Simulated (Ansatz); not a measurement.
Consider the atomization: `[CH3][GeH2][Se]C` → 2 C• + Ge• + 8 H• + Se•.

Gas-phase electronic energies from Ansatz, PBE0-D4/def2-TZVP geometries. CCSD(T)/CBS is the MP2 limit (def2-TZVPP, def2-QZVPP) plus CCSD(T) − MP2 in def2-TZVPP, frozen cores. This one scheme is used for every species, atoms too. DFT in def2-TZVPP. Open shells (•) are unrestricted, without spin–orbit coupling. Spin–orbit coupling would lower the free atoms: a little for C; clearly for Ge, Se. For Ge, Se outer-core shells are correlated without core-valence functions, so the limit isn't a true one: a few kJ/mol of doubt a bond, and 10 to 20 or more in all where bonds break to atoms. Scalar relativity is left out up to krypton. One conformer a species, not always the lowest.

```
             level  ΔE (kcal/mol)  difference from CCSD(T)/CBS
           BLYP-D4          946.7                        -13.1
            B2PLYP          944.3                        -15.5
          PBE-QIDH          952.1                         -7.7
            revPBE          927.6                        -32.2
              BLYP          933.6                        -26.2
            r2SCAN          957.2                         -2.6
              PBE0          950.3                         -9.5
           r2SCANh          953.5                         -6.3
             BHLYP          928.5                        -31.3
         CAM-B3LYP          950.7                         -9.1
           LC-ωPBE          945.5                        -14.3
  CCSD(T)/def2-SVP          905.1                        -54.7
SCS-MP2/def2-TZVPP          942.0                        -17.8
   CCSD/def2-TZVPP          928.5                        -31.3
CCSD(T)/def2-TZVPP          940.2                        -19.6
     MP2/CBS(def2)          960.9                          1.1
       CCSD(T)/CBS          959.8                            0
```

Largest T1 diagnostic among the species: 0.010.

At CCSD(T), def2-SVP lies −54.7 kcal/mol from the extrapolated value and def2-TZVPP −19.6 kcal/mol: correlation converges slowly with the basis, and small sets miss more of it in the bonded molecule than in its fragments. From BLYP to BHLYP (50 % exact exchange), in def2-TZVPP and without D4, ΔE moves by −5.1 kcal/mol: exact exchange takes away binding that semilocal exchange gives to molecules.

For atomizations the MP2-based limit and the directly extrapolated one differ by several kJ/mol either way, and by 10 to 25 for some Ge, Se and Sn compounds, so smaller differences from it don't rank the levels.
